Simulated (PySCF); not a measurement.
# UHF on Sb (antimony, neutral)

Configuration: [Kr] 4d10 5s2 5p2 5d1, one real determinant (an excited configuration). Computed with PySCF 2.14 in aug-cc-pVQZ-DK3 (9s8p6d3f2g, 102 functions), with the spin-free X2C one-electron Hamiltonian (Gaussian nucleus).

```
Total energy                                                  : -6477.447528 hartree
One-electron energy                                           : -8892.5194 hartree
Hartree (Coulomb) energy                                      : 2584.4235 hartree
Exchange energy                                               : -169.3516 hartree
⟨S²⟩                                                          : 3.7565
⟨L²⟩                                                          : 8.004
Sum of ⟨r⟩                                                    : 39.36 bohr
Sum of ⟨r²⟩                                                   : 87.68 bohr²
Traceless quadrupole moment −½Σ⟨3z² − r²⟩ along its main axis : -5.06 e·bohr²
Langevin diamagnetic susceptibility                           : -69.4 ×10⁻⁶ cm³/mol
```

| shell | electrons | mean orbital energy (eV) | spread (eV) | rms radius, mean of both spins (bohr) |
| --- | --- | --- | --- | --- |
| 1s α | 1 | -30641.8 | 0 | 0.0325 |
| 1s β | 1 | -30641.7 | 0 | 0.0325 |
| 2s α | 1 | -4761.2 | 0 | 0.133 |
| 2s β | 1 | -4761.2 | 0 | 0.133 |
| 2p α | 3 | -4270.7 | 0.022 | 0.118 |
| 2p β | 3 | -4270.7 | 0.065 | 0.118 |
| 3s α | 1 | -977.33 | 0 | 0.351 |
| 3s β | 1 | -977.24 | 0 | 0.351 |
| 3p α | 3 | -813.03 | 0.015 | 0.352 |
| 3p β | 3 | -812.89 | 0.199 | 0.352 |
| 3d α | 5 | -561.58 | 0.137 | 0.331 |
| 3d β | 5 | -561.54 | 0.169 | 0.331 |
| 4s α | 1 | -180.18 | 0 | 0.843 |
| 4s β | 1 | -179.92 | 0 | 0.843 |
| 4p α | 3 | -127.33 | 0.061 | 0.912 |
| 4p β | 3 | -127.03 | 0.497 | 0.912 |
| 4d α | 5 | -47.886 | 0.400 | 1.11 |
| 4d β | 5 | -47.633 | 0.566 | 1.11 |
| 5s α | 1 | -21.800 | 0 | 2.37 |
| 5s β | 1 | -17.398 | 0 | 2.37 |
| 5p α | 2 | -11.647 | 0 | 2.92 |
| 5d α | 1 | -1.456 | 0 | 6.20 |

⟨L²⟩ = 8.00 against 12 for a pure F term, so this real determinant mixes terms. The outer electron is Rydberg-like, and this basis confines it to a smaller radius and binds it less than a complete one would.

Densities and radii are taken from the X2C orbitals without a picture-change correction, which distorts them close to the nucleus.

Spin-orbit constants ζ (cm⁻¹) from the X2C one-electron operator on these orbitals: bare nucleus, nucleus screened by l(l+1)(2l+1)/3 electrons, and screened by the Breit-Pauli mean field of the electrons.

```json
{"shell": "2p", "bare": "1347000", "screened nucleus": "1295000", "mean field": "n/a"}
{"shell": "3p", "bare": "251800", "screened nucleus": "241900", "mean field": "n/a"}
{"shell": "3d", "bare": "37980", "screened nucleus": "30530", "mean field": "n/a"}
{"shell": "4p", "bare": "43970", "screened nucleus": "42250", "mean field": "n/a"}
{"shell": "4d", "bare": "4769", "screened nucleus": "3834", "mean field": "n/a"}
{"shell": "5p", "bare": "3374", "screened nucleus": "3242", "mean field": "n/a"}
{"shell": "5d", "bare": "43.80", "screened nucleus": "35.21", "mean field": "n/a"}
```

To first order the Landé constant is A = 368.0 cm⁻¹, so the lowest level has J = 3/2 and lies 0.274 eV below the centre of the term. This holds in LS coupling only.
